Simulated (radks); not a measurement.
Task: Valence configurations of the niobium ion Nb3+ (all share [Kr]). All-electron calculation, scalar-relativistic Kohn-Sham, PBE, spin-polarised, spherical densities, finite nucleus; open shells are filled with parallel spins first (spin-orbit coupling, left out, can overturn this in heavy ions); Fermi nuclear charge, rms radius 4.324 fm. Program: a radial shooting solver on a logarithmic mesh with Libxc functionals. Order these by energy: 4d1 5p1; 5s1 5p1; 4d2; 4d1.5 5s0.5; 4d0.5 5s1.5; 4d1 5s1; 5s2; 4d0.5 5s0.5 5p1.

Result: From the lowest, in eV above it: 4d2 0.000; 4d1.5 5s0.5 2.805; 4d1 5s1 5.882; 4d0.5 5s1.5 9.829; 4d1 5p1 11.916; 5s2 13.783; 4d0.5 5s0.5 5p1 15.390; 5s1 5p1 19.107. NIST lists [Kr] 4d2 as the ground configuration; this level of theory agrees among the configurations tried. The energies are those of spherical high-spin densities, not of single terms.
